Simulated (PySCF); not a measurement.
F2GeH4OSi, SMILES F[SiH](F)[O][GeH3].

Coordinates come from a PBE0-D3(BJ)/def2-SVP optimisation. The structure was generated by enumeration, and PubChem lists no compound with its InChIKey, so it may never have been made. Other conformers were not sampled.

Method: CAM-B3LYP/def2-TZVP (PySCF).

Gas-phase values at a fixed geometry.

Question: Estimate the frontier levels, gap, dipole moment and polarisability. (An estimate is asked for; the answer gives what the named calculation found.)

Answer: 
The highest occupied level is -10.76 eV and the lowest empty level comes out as 0.80 eV. The orbital gap comes out as 11.56 eV. The dipole moment comes out as 2.13 D. The quadrupole, principal values (traceless, Buckingham form, about the centre of nuclear charge) is -4.03, -3.41, 7.44 D·Å and the mean static polarisability comes out as 53.0 bohr³ (7.86 Å³). The polarisability, principal values is 49.4, 49.8, 59.9 bohr³.
